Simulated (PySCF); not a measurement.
First SCF of a structure search on singlet TeO(OH)₂, at a hand-made PBE minimum (heavy-atom frame) geometry. PySCF input:

```python
from pyscf import gto, scf, dft
mol = gto.M(atom='''
Te     0.248480     0.064380    -0.000000
O      0.000000    -1.754390     0.000000
O     -0.914830     0.625050     1.544590
O     -0.914830     0.625050    -1.544590
H     -1.495550    -0.147590     1.729170
H     -1.495540    -0.147590    -1.729170''',
    basis={'Te': 'def2-SVP', 'O': 'def2-SVP', 'H': 'def2-SVP'},
    ecp={'Te': 'def2-SVP'},
    charge=0, spin=0)
mf = dft.RKS(mol, xc='PBE')
mf.grids.atom_grid = (50, 194)
aux = {'Te': 'def2-universal-JKFIT', 'O': 'def2-universal-JKFIT', 'H': 'def2-universal-JKFIT'}
mf = mf.density_fit(auxbasis=aux)
mf.conv_tol = 1e-08
mf.diis_space = 10
mf.max_cycle = 60
mf.init_guess = 'minao'
mf.verbose = 4
mf.kernel()
```

Excerpt of the output (cycles and frontier levels):

```
init E= -466.964453049694
  HOMO = -0.806501516928453  LUMO = -0.74945360519148  gap/eV = 1.55235
cycle= 1 E= -492.38892152778  delta_E= -25.4  |g|= 3.18  |ddm|= 8.54
  HOMO = -0.0470158495845538  LUMO = -0.0265932318541395  gap/eV = 0.55573
cycle= 2 E= -490.161429953147  delta_E= 2.23  |g|= 3.76  |ddm|= 9.08
  HOMO = -0.145375648515144  LUMO = -0.0569271620058463  gap/eV = 2.40681
cycle= 3 E= -493.704308912958  delta_E= -3.54  |g|= 1.78  |ddm|= 6.51
  HOMO = -0.248278428150602  LUMO = -0.112462271869753  gap/eV = 3.69575
cycle= 4 E= -493.890252386434  delta_E= -0.186  |g|= 1.52  |ddm|= 2.36
  HOMO = -0.236635347831073  LUMO = -0.0953239920517093  gap/eV = 3.84528
cycle= 5 E= -494.232003465728  delta_E= -0.342  |g|= 0.992  |ddm|= 1.89
  HOMO = -0.233497296884001  LUMO = -0.0686206455783291  gap/eV = 4.48652
cycle= 6 E= -494.423443696664  delta_E= -0.191  |g|= 0.22  |ddm|= 0.897
  HOMO = -0.231886588294556  LUMO = -0.0807434646631968  gap/eV = 4.11281
cycle= 7 E= -494.429886575699  delta_E= -0.00644  |g|= 0.118  |ddm|= 0.256
  HOMO = -0.234988241380802  LUMO = -0.0773161049347007  gap/eV = 4.29048
cycle= 8 E= -494.433212989515  delta_E= -0.00333  |g|= 0.0296  |ddm|= 0.0937
  HOMO = -0.236665356206522  LUMO = -0.0773911202656117  gap/eV = 4.33407
cycle= 9 E= -494.433414748062  delta_E= -0.000202  |g|= 0.00291  |ddm|= 0.0283
  HOMO = -0.236629592706139  LUMO = -0.0774337650212652  gap/eV = 4.33194
cycle= 10 E= -494.433413233716  delta_E= 1.51e-06  |g|= 0.00406  |ddm|= 0.00581
  HOMO = -0.236610260383189  LUMO = -0.0774391042118663  gap/eV = 4.33127
cycle= 11 E= -494.433416748173  delta_E= -3.51e-06  |g|= 0.000703  |ddm|= 0.0035
  HOMO = -0.236619087443962  LUMO = -0.0774263171458114  gap/eV = 4.33186
cycle= 12 E= -494.433416854052  delta_E= -1.06e-07  |g|= 0.000164  |ddm|= 0.000489
  HOMO = -0.236626836358593  LUMO = -0.0774260901212998  gap/eV = 4.33207
cycle= 13 E= -494.433416860323  delta_E= -6.27e-09  |g|= 1.35e-05  |ddm|= 0.000132
  HOMO = -0.236630667386014  LUMO = -0.0774260702353752  gap/eV = 4.33218
Extra cycle  E= -494.433416859408  delta_E= 9.15e-10  |g|= 6.56e-05  |ddm|= 6.45e-05
converged SCF energy = -494.433416859408
```

No lower solution of this spin was found by a stability analysis within the restricted form, which does not test spin polarisation.

The search for the lowest solution, with the stability check, took 6.3 s on 2 threads of a shared Arm Neoverse V2 host, with 78 basis functions; the process peaked at 0.35 GiB. Launch command: `OMP_NUM_THREADS=2 python axn.py task.json out`.
